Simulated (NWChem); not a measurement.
System: BiH2O2Cl; SMILES [OH][Bi]([OH])[Cl]

Here is an NWChem input.

```
start job
memory heap 200 mb stack 900 mb global 1100 mb
geometry units angstroms noautosym nocenter noautoz
  Bi     0.177821    -0.312852     0.000000
  Cl    -0.068110     2.157397     0.000000
  O     -1.110272    -0.640738     1.594982
  H     -1.817638     0.016356     1.643620
  O     -1.110272    -0.640738    -1.594982
  H     -1.817638     0.016356    -1.643620
end
basis spherical
  * library def2-svpd
end
ecp
  Bi library def2-ecp
end
dft
  xc xpbe96 cpbe96
  iterations 150
end
property
  response 1 0.0
end
task dft property
```

NWChem printed, in part:

```
             Northwest Computational Chemistry Package (NWChem) 7.3.0
             --------------------------------------------------------

                             Geometry "geometry" -> ""
                             -------------------------

 Output coordinates in angstroms (scale by  1.889725989 to convert to a.u.)

  No.       Tag          Charge          X              Y              Z
 ---- ---------------- ---------- -------------- -------------- --------------
    1 Bi                  83.0000     0.17782100    -0.31285200     0.00000000
    2 Cl                  17.0000    -0.06811000     2.15739700     0.00000000
    3 O                    8.0000    -1.11027200    -0.64073800     1.59498200
    4 H                    1.0000    -1.81763800     0.01635600     1.64362000
    5 O                    8.0000    -1.11027200    -0.64073800    -1.59498200
    6 H                    1.0000    -1.81763800     0.01635600    -1.64362000

 Effective nuclear repulsion energy (a.u.)     743.1147217791

                                 NWChem DFT Module
                                 -----------------

 Summary of "ao basis" -> "ao basis" (spherical)
 ------------------------------------------------------------------------------
       Tag                 Description            Shells   Functions and Types
 ---------------- ------------------------------  ------  ---------------------
 Bi                        def2-svpd                12       32   5s4p3d
 Cl                        def2-svpd                11       27   5s4p2d
 O                         def2-svpd                 9       23   4s3p2d
 H                         def2-svpd                 4        8   2s2p

            General Information
            -------------------
          SCF calculation type: DFT
          Wavefunction type:  closed shell.
          No. of atoms     :     6
          No. of electrons :    58
           Alpha electrons :    29
            Beta electrons :    29
          Charge           :     0
          Spin multiplicity:     1
          Use of symmetry is: off; symmetry adaption is: off
          Maximum number of iterations: 150
          AO basis - number of functions:   121
                     number of shells:    49
          Convergence on energy requested:  1.00D-06
          Convergence on density requested:  1.00D-05
          Convergence on gradient requested:  5.00D-04

              XC Information
              --------------
          PerdewBurkeErnzerhof Exchange Functional  1.000
            Perdew 1991 LDA Correlation Functional  1.000 local
           PerdewBurkeErnz. Correlation Functional  1.000 non-local

             Grid Information
             ----------------
          Grid used for XC integration:  medium
          Radial quadrature: Mura-Knowles
          Angular quadrature: Lebedev.
          Tag              B.-S. Rad. Rad. Pts. Rad. Cut. Ang. Pts.
          ---              ---------- --------- --------- ---------
          Bi                  1.60      123          11.0       590
          Cl                  1.00       88          12.0       590
          O                   0.60       49          12.0       434
          H                   0.35       45          11.0       434
          Grid pruning is: on
          Number of quadrature shells:   399
          Spatial weights used:  Erf1

      Superposition of Atomic Density Guess
      -------------------------------------

 Sum of atomic energies:        -855.13522214

      Non-variational initial energy
      ------------------------------

 Total energy =    -823.578548
 1-e energy   =   -1726.225902
 2-e energy   =     646.009958
 HOMO         =      -0.362392
 LUMO         =      -0.012710

   convergence    iter        energy       DeltaE   RMS-Dens  Diis-err
 ---------------- ----- ----------------- --------- --------- ---------
 d= 0,ls=0.0,diis     1   -825.8261808657 -1.08D+03  3.22D-02  1.40D+00
 d= 0,ls=0.0,diis     2   -824.3784745753  1.45D+00  2.22D-02  1.32D+01
 d= 0,ls=0.0,diis     3   -825.9586801785 -1.58D+00  7.16D-03  2.76D-01
 d= 0,ls=0.0,diis     4   -825.9817579883 -2.31D-02  3.21D-03  1.38D-01
 d= 0,ls=0.0,diis     5   -826.0039008769 -2.21D-02  5.47D-04  3.59D-03
  Resetting Diis
 d= 0,ls=0.0,diis     6   -826.0044017370 -5.01D-04  1.35D-04  1.54D-04
 d= 0,ls=0.0,diis     7   -826.0044274885 -2.58D-05  6.35D-05  1.30D-05
 d= 0,ls=0.0,diis     8   -826.0044257374  1.75D-06  4.46D-05  2.32D-05
 d= 0,ls=0.0,diis     9   -826.0044292793 -3.54D-06  1.06D-05  1.51D-06
 d= 0,ls=0.0,diis    10   -826.0044295138 -2.34D-07  1.95D-06  9.56D-08

         Total DFT energy =     -826.004429513815
      One electron energy =    -1728.258293198474
           Coulomb energy =      708.605627677395
    Exchange-Corr. energy =      -62.989159224364
 Nuclear repulsion energy =      256.637395231629

 Numeric. integr. density =       58.000002577631

                       DFT Final Molecular Orbital Analysis
                       ------------------------------------

 Vector   27  Occ=2.000000D+00  E=-2.778793D-01
              MO Center= -4.1D-01,  1.2D+00, -3.5D-07, r^2= 4.0D+00
   Bfn.  Coefficient  Atom+Function         Bfn.  Coefficient  Atom+Function
  ----- ------------  ---------------      ----- ------------  ---------------
    46      0.499340  2 Cl pz                43      0.390810  2 Cl pz
    66      0.240858  3 O  pz                97      0.240858  5 O  pz
    40      0.225971  2 Cl pz                69      0.172253  3 O  pz
   100      0.172254  5 O  pz                65     -0.105813  3 O  py
    96      0.105813  5 O  py                49      0.087351  2 Cl pz

 Vector   28  Occ=2.000000D+00  E=-2.696856D-01
              MO Center= -6.8D-01,  2.3D-01,  2.1D-06, r^2= 4.6D+00
   Bfn.  Coefficient  Atom+Function         Bfn.  Coefficient  Atom+Function
  ----- ------------  ---------------      ----- ------------  ---------------
    44      0.337166  2 Cl px                41      0.264068  2 Cl px
    65      0.264076  3 O  py                96      0.264075  5 O  py
    64      0.233805  3 O  px                95      0.233804  5 O  px
     4     -0.208634  1 Bi s                 68      0.188654  3 O  py
    99      0.188653  5 O  py                67      0.166345  3 O  px

 Vector   29  Occ=2.000000D+00  E=-2.633601D-01
              MO Center= -9.9D-01, -3.2D-01, -5.9D-06, r^2= 3.9D+00
   Bfn.  Coefficient  Atom+Function         Bfn.  Coefficient  Atom+Function
  ----- ------------  ---------------      ----- ------------  ---------------
    66      0.314693  3 O  pz                97      0.314693  5 O  pz
    69      0.222710  3 O  pz               100      0.222710  5 O  pz
    64      0.208383  3 O  px                95     -0.208384  5 O  px
    46     -0.206838  2 Cl pz                65      0.204496  3 O  py
    96     -0.204498  5 O  py                43     -0.161795  2 Cl pz

 Vector   30  Occ=0.000000D+00  E=-9.638234D-02
              MO Center=  2.1D-01, -1.1D-01,  2.8D-08, r^2= 4.6D+00
   Bfn.  Coefficient  Atom+Function         Bfn.  Coefficient  Atom+Function
  ----- ------------  ---------------      ----- ------------  ---------------
    13      0.593558  1 Bi py                16      0.456069  1 Bi py
    45      0.344663  2 Cl py                 5     -0.317939  1 Bi s
     7     -0.260795  1 Bi py                42      0.237474  2 Cl py
     3      0.215223  1 Bi s                 37      0.208217  2 Cl s
    36     -0.191020  2 Cl s                  4      0.175818  1 Bi s

 Vector   31  Occ=0.000000D+00  E=-7.315803D-02
              MO Center=  2.6D-01, -2.9D-01,  1.1D-06, r^2= 4.6D+00
   Bfn.  Coefficient  Atom+Function         Bfn.  Coefficient  Atom+Function
  ----- ------------  ---------------      ----- ------------  ---------------
    14      0.544444  1 Bi pz                17      0.536587  1 Bi pz
    31     -0.261046  1 Bi d  1               8     -0.234831  1 Bi pz
    62     -0.185806  3 O  s                 93      0.185804  5 O  s
    21      0.156278  1 Bi d  1              64     -0.149592  3 O  px
    95      0.149592  5 O  px                46     -0.135386  2 Cl pz

 Vector   32  Occ=0.000000D+00  E=-7.062792D-02
              MO Center=  5.0D-02, -2.3D-01, -1.0D-06, r^2= 5.0D+00
   Bfn.  Coefficient  Atom+Function         Bfn.  Coefficient  Atom+Function
  ----- ------------  ---------------      ----- ------------  ---------------
     4      0.615491  1 Bi s                 15     -0.518315  1 Bi px
    12     -0.481129  1 Bi px                 3      0.371756  1 Bi s
    66      0.240295  3 O  pz                97     -0.240296  5 O  pz
     1     -0.225189  1 Bi s                  5     -0.218355  1 Bi s
    32     -0.216263  1 Bi d  2              69      0.216267  3 O  pz

     Multipole analysis of the density
     ---------------------------------

     L   x y z        total         alpha         beta         nuclear
     -   - - -        -----         -----         ----         -------
     0   0 0 0      0.000000    -29.000000    -29.000000     58.000000

     1   1 0 0      0.492982     17.695857     17.695857    -34.898732
     1   0 1 0     -0.348816    -18.373468    -18.373468     36.398120
     1   0 0 1     -0.000001     -0.000000     -0.000000     -0.000000

     2   2 0 0    -36.221805    -66.564903    -66.564903     96.908001
     2   1 1 0     -3.670758    -15.307797    -15.307797     26.944835
     2   1 0 1      0.000001      0.000000      0.000000      0.000000
     2   0 2 0    -43.937514   -178.996606   -178.996606    314.055699
     2   0 1 1      0.000001      0.000000      0.000000     -0.000000
     2   0 0 2    -43.762872   -104.205993   -104.205993    164.649115

 *** CALLING NEW AORESP DRIVER FOR CLOSED AND OPEN SHELLS ***
 Entering AOResponse driver routine

--------------------------------------------------------------------------------

          -----------------------------------------------
          Solving response equations for perturbing field
          -----------------------------------------------

 number of frequencies:     1
 frequency in a.u.:  0.0000000E+00
 Perturbing field: electric
 Using El. Dipole Length Gauge

 Setting up CPKS with frequency omega =      0.00000000 a.u.

 STATIC response

                                NWChem CPHF Module
                                ------------------

  scftype          =     RHF
  nclosed          =       29
  nopen            =        0
  variables        =     2668
  # of vectors     =        3
  tolerance        = 0.10D-03
  level shift      = 0.00D+00
  max iterations   =       50
  max subspace     =       30

 SCF residual:    1.7283348022121715E-004

Iterative solution of linear equations
  No. of variables     2668
  No. of equations        3
  Maximum subspace       30
        Iterations       50
       Convergence  1.0D-04

   iter   nsub   residual    time
   ----  ------  --------  ---------
     1      3    9.69D+00      30.0
     2      6    4.17D+00      35.9
     3      9    7.52D-01      41.6
     4     12    9.36D-02      47.5
     5     15    9.42D-03      53.9
     6     18    2.24D-03      64.0
     7     21    6.20D-04      73.9
     8     24    6.02D-05      84.3

 Electric Dipole Response Matrix (nonzero elements):

              1        2        3
    1   62.8214   2.0912  -0.0000
    2    2.0913  79.9119  -0.0000
    3   -0.0000  -0.0000  69.1602

 ------------------------------------------
 average:        70.63117 + I       0.00000

 DFT Linear Response polarizability / au
 Frequency  =       0.0000000 / au
              X              Y              Z
 -----------------------------------------------
 X      62.8214142      2.0911787     -0.0000016
 Y       2.0912619     79.9118634     -0.0000007
 Z      -0.0000016     -0.0000007     69.1602355
 -----------------------------------------------
 Eigenvalues =      62.5692590     80.1640186     69.1602355
 Isotropic   =      70.6311710
 Anisotropic =      15.3964247
 -----------------------------------------------

 Magnetic Dipole Response Matrix (nonzero elements):

 Exiting AOResponse driver routine
```

Level: PBE/def2-SVPD with def2 effective core potentials on Bi. The geometry was optimised at PBE0/def2-SVP. No frequency run checked for a minimum. def2 effective core potentials on Bi; no spin-orbit coupling.
